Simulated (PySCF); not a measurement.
GeOBr2, SMILES [O]=[Ge]([Br])[Br].

The structure is a stationary point at B3LYP-D3(BJ)/def2-SVP.

The numbers are results of B3LYP-D3(BJ)/def2-SVP in PySCF, not measurements.

Frequencies are harmonic and unscaled.

Computed normal modes with their intensities:
```tsv
mode	ν (cm⁻¹)	IR (km/mol)	Raman (Å⁴/amu)	depolarisation	moving atoms (share of kinetic energy)
1	101	0.5	3.6	0.66	Br 76 %, Ge 20 %
2	160	16.5	0.4	0.75	Ge 49 %, O 45 %
3	189	22.3	5.4	0.75	O 80 %, Br 18 %
4	278	8.5	15.9	0.12	Br 60 %, Ge 32 %, O 8 %
5	332	95.0	2.3	0.75	Ge 63 %, Br 35 %
6	979	46.7	22.1	0.19	O 81 %, Ge 19 %
```
